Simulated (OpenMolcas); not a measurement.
neutral oxygen: Slater's ratio, the spin-orbit constant, worked from levels

```yaml
Program: OpenMolcas
Basis: ANO-RCC-VQZP [5s4p3d2f1g]
Scalar_Hamiltonian: DKH2, point nucleus
Active_space: 4 electrons in 3 orbitals (2p)
State_averaging: 2S+1 = 3 even, 3 roots; 2S+1 = 1 even, 6 roots
Spin-orbit_coupling: RASSI with atomic mean-field integrals over the reference wave functions, term energies averaged over their components
```

Methods: CASSCF; SS-CASPT2, IPEA 0.25 Eh, imaginary shift 0.1 Eh (closed shells correlated: 1s 2s). Measured levels: NIST Handbook of Basic Atomic Spectroscopic Data.

**Slater's ratio.** With one set of orbitals, p4 has 1D - 3P = 6 F2 and 1S - 1D = 9 F2 (F2 = F²/25), a ratio of 3/2. Term energies are centres of gravity, weighted by 2J + 1.

```json
{"Source": "CASSCF", "1D - 3P": "17595", "1S - 3P": "43720", "F2 from the first": "2932", "Ratio": "1.485"}
{"Source": "SS-CASPT2", "1D - 3P": "15375", "1S - 3P": "35014", "F2 from the first": "2562", "Ratio": "1.277"}
{"Source": "measured", "1D - 3P": "15790", "1S - 3P": "33715", "F2 from the first": "2632", "Ratio": "1.135"}
```

Energies in cm-1. A ratio away from 3/2 shows effects beyond one configuration with one set of orbitals, and in heavier atoms second-order spin-orbit shifts.

**The spin-orbit constant.** For the Hund term 3P of p4, E(J) = (A/2) J(J+1) + constant and ζ = -2S·A = -2A. From J = 0 to J = 2 the energy changes by 3 A.

```json
{"Source": "CASSCF", "E(2) - E(0)": "-224.2", "A": "-74.7", "ζ": "149"}
{"Source": "SS-CASPT2", "E(2) - E(0)": "-224.1", "A": "-74.7", "ζ": "149"}
{"Source": "measured", "E(2) - E(0)": "-227.0", "A": "-75.7", "ζ": "151"}
```

All in cm-1. SS-CASPT2 is off by -1.3 % and CASSCF by -1.2 %. Both methods take the spin-orbit matrix elements from the reference wave functions, so the second can move ζ only through the term energies and any multistate remixing. Second-order mixing with other terms is absorbed into this ζ.

CASPT2 does not keep the components of a term degenerate, so their means are used; among the terms shown or strongly mixed into the levels shown the widest spread is 110 cm-1 (2s2 2p4 1D, SS-CASPT2). With the s shell closed, the reference lacks s² → p² mixing. Without dynamic correlation excited terms often stand tens of per cent too high (terms of higher spin than the ground term too low), and those without a measured partner can miss by more than the paired ones (holds for CASSCF). Computed and measured levels are paired by configuration, term and J; levels that our copy of the source lacks, or whose pairing is in doubt (as where it misses far off the trend of its configuration), stay unpaired and out of the deviations. Only configurations of the active space appear.
